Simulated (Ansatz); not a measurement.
`C[SiH2][Al]([F])[Cl]` and `[F][Al]([F])[Cl]` differ in one atom or group.

Ansatz, PBE0-D4/def2-TZVP geometries, multiplicity 1. Each molecule was computed in one conformer, which needn't be the lowest.

| property | `C[SiH2][Al]([F])[Cl]` |
| --- | --- |
| HOMO energy (ωB97M-V/def2-TZVPP) / eV | -10.10 |
| HOMO energy (B3LYP/def2-TZVPP) / eV | -7.91 |
| LUMO energy (PBE/def2-TZVPP) / eV | -2.21 |
| HOMO energy (PBE0/def2-TZVPP) / eV | -8.10 |
| HOMO–LUMO gap (PBE/def2-TZVPP) / eV | 4.75 |
| HOMO–LUMO gap (ωB97M-V/def2-TZVPP) / eV | 10.31 |

Problem. What does the change do to each property? (An estimate is asked.)

Solution. The calculation gave: 
```json
{"property": "HOMO energy (ωB97M-V/def2-TZVPP) / eV", "`[F][Al]([F])[Cl]`": "-12.25", "shift": "-2.15"}
{"property": "HOMO energy (B3LYP/def2-TZVPP) / eV", "`[F][Al]([F])[Cl]`": "-9.65", "shift": "-1.74"}
{"property": "LUMO energy (PBE/def2-TZVPP) / eV", "`[F][Al]([F])[Cl]`": "-2.27", "shift": "-0.06"}
{"property": "HOMO energy (PBE0/def2-TZVPP) / eV", "`[F][Al]([F])[Cl]`": "-9.96", "shift": "-1.86"}
{"property": "HOMO–LUMO gap (PBE/def2-TZVPP) / eV", "`[F][Al]([F])[Cl]`": "6.20", "shift": "1.45"}
{"property": "HOMO–LUMO gap (ωB97M-V/def2-TZVPP) / eV", "`[F][Al]([F])[Cl]`": "12.54", "shift": "2.23"}
```

With PBE0 the HOMO falls by 1.86 eV and the LUMO rises by 0.09 eV, so the gap widens by about 1.95 eV. PBE moves the HOMO by -1.50 eV and ωB97M-V by -2.15 eV.

B3LYP here is the variant with VWN-RPA as its local correlation; programs differ in this.
